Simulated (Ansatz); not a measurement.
A run for Ansatz (a quantum-chemistry and plane-wave program): R-B3LYP-D3(BJ)/def2-TZVP on C2H5NS (a complex).

Ansatz 0.2 input:
```yaml
crystal:
  periodic: [false, false, false]
  atoms:
    - {symbol: S, position_ang: [0.30700682, -0.24312233, -0.49032541]}
    - {symbol: H, position_ang: [0.38295067, 0.16519962, 0.77293117]}
    - {symbol: H, position_ang: [0.75756956, 0.91682243, -0.94729036]}
    - {symbol: C, position_ang: [-0.19993568, 0.57035921, 5.12831723]}
    - {symbol: C, position_ang: [0.15178001, 0.70356827, 3.74640148]}
    - {symbol: N, position_ang: [0.43212870, 0.81171239, 2.64337580]}
    - {symbol: H, position_ang: [0.64231024, 0.87246422, 5.74974629]}
    - {symbol: H, position_ang: [-1.05872543, 1.20390306, 5.34723996]}
    - {symbol: H, position_ang: [-0.45232288, -0.46835097, 5.33894722]}
basis:
  gaussian:
    orbitals: def2-TZVP
hamiltonian:
  xc: b3lyp
  dispersion: d3bj
relax: {f_tol: 0.004, max_steps: 120}
scf: {lower_state_search: off}
```

The log:

```
WARN ansatz: RAYON_NUM_THREADS=1 ignored (pool sized by the plan → 1); use --threads N
Functional definition: B3LYP
these checks for a lower state are left out or cut short: stability, starts, cluster_reference, orbital_swaps, neighbouring_geometries, increment
integrals: 0.06 GiB planned
1006 factors; their error is unknown
mean field: 0.58 GiB planned
mean field evaluation 1: about -14476.2072 eV, gradient 5.6e1 eV
mean field evaluation 2: about -14472.3164 eV, gradient 6.9e1 eV
mean field evaluation 4: about -14482.8535 eV, gradient 2.2e0 eV
mean field evaluation 8: about -14482.8630 eV, gradient 3.6e-2 eV
mean field evaluation 16: about -14482.8783 eV, gradient 4.8e-3 eV
mean field -14482.87825161 eV, -532.2359588992 hartree, gradient 3.2e-6 eV, S^2 0.000000; 0 other end points of the search recorded, 0 dependent functions left out
the calculation of the forces begins
reference -14482.87852009 eV, -532.2359687656 hartree; 20, 20 occupied and 140, 140 virtual orbitals, 1006 factors
relax step   1: F+E_penalty+E_count = -14483.10124914 eV  Δ(F+E_penalty+E_count) = +0.000e0 eV  max|allowed force component| = 5.706e-1 eV/Å  Δτ_max = 0.0000 Å  (17 SCF iters, accepted)
these checks for a lower state are left out or cut short: stability, starts, cluster_reference, orbital_swaps, neighbouring_geometries, increment
integrals: 0.06 GiB planned
1006 factors; their error is unknown
mean field: 0.57 GiB planned
mean field -14482.94821665 eV, -532.2385300670 hartree, gradient 2.7e-6 eV, S^2 0.000000; 0 other end points of the search recorded, 0 dependent functions left out
the calculation of the forces begins
reference -14482.94848983 eV, -532.2385401062 hartree; 20, 20 occupied and 140, 140 virtual orbitals, 1006 factors
relax step   2: F+E_penalty+E_count = -14483.15940753 eV  Δ(F+E_penalty+E_count) = -5.816e-2 eV  max|allowed force component| = 2.835e-1 eV/Å  Δτ_max = 0.1948 Å  (20 SCF iters, accepted)
these checks for a lower state are left out or cut short: stability, starts, cluster_reference, orbital_swaps, neighbouring_geometries, increment
integrals: 0.06 GiB planned
1006 factors; their error is unknown
mean field: 0.57 GiB planned
mean field evaluation 32: about -14482.9558 eV, gradient 1.5e-4 eV
mean field -14482.95579202 eV, -532.2388084566 hartree, gradient 2.8e-6 eV, S^2 0.000000; 0 other end points of the search recorded, 0 dependent functions left out
the calculation of the forces begins
reference -14482.95606712 eV, -532.2388185663 hartree; 20, 20 occupied and 140, 140 virtual orbitals, 1006 factors
relax step   3: F+E_penalty+E_count = -14483.16353545 eV  Δ(F+E_penalty+E_count) = -4.128e-3 eV  max|allowed force component| = 4.237e-2 eV/Å  Δτ_max = 0.1087 Å  (20 SCF iters, accepted)
these checks for a lower state are left out or cut short: stability, starts, cluster_reference, orbital_swaps, neighbouring_geometries, increment
integrals: 0.06 GiB planned
1006 factors; their error is unknown
mean field: 0.57 GiB planned
mean field -14482.95604166 eV, -532.2388176310 hartree, gradient 2.7e-6 eV, S^2 0.000000; 0 other end points of the search recorded, 0 dependent functions left out
the calculation of the forces begins
reference -14482.95631686 eV, -532.2388277442 hartree; 20, 20 occupied and 140, 140 virtual orbitals, 1006 factors
relax step   4: F+E_penalty+E_count = -14483.16381576 eV  Δ(F+E_penalty+E_count) = -2.803e-4 eV  max|allowed force component| = 2.789e-2 eV/Å  Δτ_max = 0.0241 Å  (20 SCF iters, accepted)
these checks for a lower state are left out or cut short: stability, starts, cluster_reference, orbital_swaps, neighbouring_geometries, increment
integrals: 0.06 GiB planned
1006 factors; their error is unknown
mean field: 0.57 GiB planned
mean field -14482.95638708 eV, -532.2388303249 hartree, gradient 2.7e-6 eV, S^2 0.000000; 0 other end points of the search recorded, 0 dependent functions left out
the calculation of the forces begins
reference -14482.95666240 eV, -532.2388404425 hartree; 20, 20 occupied and 140, 140 virtual orbitals, 1006 factors
relax step   5: F+E_penalty+E_count = -14483.16402195 eV  Δ(F+E_penalty+E_count) = -2.062e-4 eV  max|allowed force component| = 2.327e-2 eV/Å  Δτ_max = 0.0367 Å  (20 SCF iters, accepted)
these checks for a lower state are left out or cut short: stability, starts, cluster_reference, orbital_swaps, neighbouring_geometries, increment
integrals: 0.06 GiB planned
1006 factors; their error is unknown
mean field: 0.56 GiB planned
mean f
[...]
 SCF iters, accepted)
these checks for a lower state are left out or cut short: stability, starts, cluster_reference, orbital_swaps, neighbouring_geometries, increment
integrals: 0.06 GiB planned
1006 factors; their error is unknown
mean field: 0.57 GiB planned
mean field evaluation 96: about -14482.9590 eV, gradient 4.6e-3 eV
mean field -14482.95902764 eV, -532.2389273635 hartree, gradient 2.6e-6 eV, S^2 0.000000; 0 other end points of the search recorded, 0 dependent functions left out
the calculation of the forces begins
reference -14482.95930653 eV, -532.2389376124 hartree; 20, 20 occupied and 140, 140 virtual orbitals, 1006 factors
relax step  12: F+E_penalty+E_count = -14483.16520129 eV  Δ(F+E_penalty+E_count) = -1.037e-4 eV  max|allowed force component| = 6.792e-2 eV/Å  Δτ_max = 0.0803 Å  (20 SCF iters, accepted)
these checks for a lower state are left out or cut short: stability, starts, cluster_reference, orbital_swaps, neighbouring_geometries, increment
integrals: 0.06 GiB planned
1006 factors; their error is unknown
mean field: 0.57 GiB planned
mean field -14482.95915380 eV, -532.2389320000 hartree, gradient 2.6e-6 eV, S^2 0.000000; 0 other end points of the search recorded, 0 dependent functions left out
the calculation of the forces begins
reference -14482.95943311 eV, -532.2389422643 hartree; 20, 20 occupied and 140, 140 virtual orbitals, 1006 factors
relax step  13: F+E_penalty+E_count = -14483.16538451 eV  Δ(F+E_penalty+E_count) = -1.832e-4 eV  max|allowed force component| = 3.683e-2 eV/Å  Δτ_max = 0.0286 Å  (20 SCF iters, accepted)
these checks for a lower state are left out or cut short: stability, starts, cluster_reference, orbital_swaps, neighbouring_geometries, increment
integrals: 0.06 GiB planned
1006 factors; their error is unknown
mean field: 0.57 GiB planned
mean field -14482.95917154 eV, -532.2389326516 hartree, gradient 2.6e-6 eV, S^2 0.000000; 0 other end points of the search recorded, 0 dependent functions left out
the calculation of the forces begins
reference -14482.95945132 eV, -532.2389429337 hartree; 20, 20 occupied and 140, 140 virtual orbitals, 1006 factors
relax step  14: F+E_penalty+E_count = -14483.16545074 eV  Δ(F+E_penalty+E_count) = -6.623e-5 eV  max|allowed force component| = 9.804e-3 eV/Å  Δτ_max = 0.0204 Å  (20 SCF iters, accepted)
these checks for a lower state are left out or cut short: stability, starts, cluster_reference, orbital_swaps, neighbouring_geometries, increment
integrals: 0.06 GiB planned
1006 factors; their error is unknown
mean field: 0.57 GiB planned
mean field -14482.95934503 eV, -532.2389390273 hartree, gradient 2.6e-6 eV, S^2 0.000000; 0 other end points of the search recorded, 0 dependent functions left out
the calculation of the forces begins
reference -14482.95962535 eV, -532.2389493290 hartree; 20, 20 occupied and 140, 140 virtual orbitals, 1006 factors
relax step  15: F+E_penalty+E_count = -14483.16547799 eV  Δ(F+E_penalty+E_count) = -2.725e-5 eV  max|allowed force component| = 1.142e-2 eV/Å  Δτ_max = 0.0212 Å  (20 SCF iters, accepted)
these checks for a lower state are left out or cut short: stability, starts, cluster_reference, orbital_swaps, neighbouring_geometries, increment
integrals: 0.06 GiB planned
1006 factors; their error is unknown
mean field: 0.57 GiB planned
mean field -14482.95944851 eV, -532.2389428302 hartree, gradient 2.6e-6 eV, S^2 0.000000; 0 other end points of the search recorded, 0 dependent functions left out
the calculation of the forces begins
reference -14482.95972963 eV, -532.2389531614 hartree; 20, 20 occupied and 140, 140 virtual orbitals, 1006 factors
relax step  16: F+E_penalty+E_count = -14483.16549097 eV  Δ(F+E_penalty+E_count) = -1.298e-5 eV  max|allowed force component| = 2.033e-2 eV/Å  Δτ_max = 0.0349 Å  (20 SCF iters, accepted)
these checks for a lower state are left out or cut short: stability, starts, cluster_reference, orbital_swaps, neighbouring_geometries, increment
integrals: 0.06 GiB planned
1006 factors; their error is unknown
mean field: 0.57 GiB planned
mean field evaluation 128: about -14482.9441 eV, gradient 1.4e-4 eV
mean field -14482.95940270 eV, -532.2389411467 hartree, gradient 2.6e-6 eV, S^2 0.000000; 0 other end points of the search recorded, 0 dependent functions left out
the calculation of the forces begins
reference -14482.95968379 eV, -532.2389514765 hartree; 20, 20 occupied and 140, 140 virtual orbitals, 1006 factors
relax step  17: F+E_penalty+E_count = -14483.16549878 eV  Δ(F+E_penalty+E_count) = -7.811e-6 eV  max|allowed force component| = 8.265e-3 eV/Å  Δτ_max = 0.0012 Å  (21 SCF iters, accepted)
these checks for a lower state are left out or cut short: stability, starts, cluster_reference, orbital_swaps, neighbouring_geometries, increment
integrals: 0.06 GiB planned
1006 factors; their error is unknown
mean field: 0.57 GiB planned
mean field -14482.95938441 eV, -532.2389404746 hartree, gradient 2.6e-6 eV, S^2 0.000000; 0 other end points of the search recorded, 0 dependent functions left out
the calculation of the forces begins
reference -14482.95966551 eV, -532.2389508049 hartree; 20, 20 occupied and 140, 140 virtual orbitals, 1006 factors
relax step  18: F+E_penalty+E_count = -14483.16550183 eV  Δ(F+E_penalty+E_count) = -3.055e-6 eV  max|allowed force component| = 6.573e-4 eV/Å  Δτ_max = 0.0019 Å  (21 SCF iters, accepted)
these checks for a lower state are left out or cut short: stability, starts, cluster_reference, orbital_swaps, neighbouring_geometries, increment
integrals: 0.06 GiB planned
1006 factors; their error is unknown
mean field: 0.57 GiB planned
mean field -14482.95938611 eV, -532.2389405371 hartree, gradient 2.6e-6 eV, S^2 0.000000; 0 other end points of the search recorded, 0 dependent functions left out
the calculation of the forces begins
reference -14482.95966740 eV, -532.2389508743 hartree; 20, 20 occupied and 140, 140 virtual orbitals, 1006 factors
relax step  19: F+E_penalty+E_count = -14483.16550430 eV  Δ(F+E_penalty+E_count) = -2.470e-6 eV  max|allowed force component| = 1.018e-3 eV/Å  Δτ_max = 0.0094 Å  (21 SCF iters, accepted)
these checks for a lower state are left out or cut short: stability, starts, cluster_reference, orbital_swaps, neighbouring_geometries, increment
integrals: 0.06 GiB planned
1006 factors; their error is unknown
mean field: 0.57 GiB planned
mean field -14482.95939446 eV, -532.2389408439 hartree, gradient 2.6e-6 eV, S^2 0.000000; 0 other end points of the search recorded, 0 dependent functions left out
the calculation of the forces begins
reference -14482.95967606 eV, -532.2389511927 hartree; 20, 20 occupied and 140, 140 virtual orbitals, 1006 factors
relax step  20: F+E_penalty+E_count = -14483.16550447 eV  Δ(F+E_penalty+E_count) = -1.689e-7 eV  max|allowed force component| = 2.580e-3 eV/Å  Δτ_max = 0.0150 Å  (20 SCF iters, accepted)
Total energy: -14483.16578608 eV, -532.2465255960 hartree
Atom 0 at     0.506970    -0.181874    -0.861643 Å, force     0.000515     0.000012     0.000484 eV/Å
Atom 1 at     0.389285     0.065770     0.456350 Å, force    -0.000846     0.000082    -0.000410 eV/Å
Atom 2 at     0.825000     1.092163    -1.139775 Å, force     0.000017    -0.000064    -0.000153 eV/Å
Atom 3 at    -0.193486     0.621743     5.289127 Å, force     0.000510     0.000278    -0.000534 eV/Å
Atom 4 at     0.006196     0.536213     3.851888 Å, force    -0.000193    -0.000636    -0.001487 eV/Å
Atom 5 at     0.163643     0.467934     2.716282 Å, force     0.000292     0.000594     0.002580 eV/Å
Atom 6 at     0.715044     0.981328     5.772585 Å, force    -0.000565    -0.000295    -0.000495 eV/Å
Atom 7 at    -1.008528     1.310092     5.513426 Å, force     0.000169    -0.000086    -0.000056 eV/Å
Atom 8 at    -0.441363    -0.360813     5.691103 Å, force     0.000102     0.000114     0.000070 eV/Å
Dipole moment:    -0.109152     0.258604     1.127568 e Å
Checks for a lower state left out: stability, starts, cluster_reference, orbital_swaps, neighbouring_geometries, increment
```

Self-consistency was reached.

Cost: very roughly 60 core-seconds.
